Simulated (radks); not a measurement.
Task: The mean radii <r> (bohr) of the occupied orbitals of an atom or ion are listed with their occupations. All-electron calculation, scalar-relativistic Kohn-Sham, B86b exchange with PBE correlation, spin-unpolarised, spherical densities, point nucleus. Program: a radial shooting solver on a logarithmic mesh with Libxc functionals.

| orbital | occ. | <r> |
|---|---|---|
| 1s | 2 | 0.02665 |
| 2s | 2 | 0.1146 |
| 2p | 6 | 0.1003 |
| 3s | 2 | 0.3063 |
| 3p | 6 | 0.3044 |
| 3d | 10 | 0.2809 |
| 4s | 2 | 0.7166 |
| 4p | 6 | 0.7647 |
| 4d | 10 | 0.8759 |
| 5s | 2 | 1.825 |
| 5p | 5 | 2.188 |

Name the element and its charge.

Result: Z = 54, xenon, charge +1: Xe+ in [Kr] 4d10 5s2 5p5. The 1s radius gives Z: for a bare nucleus <r> = (2 gamma + 1)/(2Z) with gamma = sqrt(1 - (Z/c)^2), 0.02628 bohr for Z = 54, and screening makes it slightly larger (0.02665 here). The occupations add up to 53, and the charge is Z minus that.
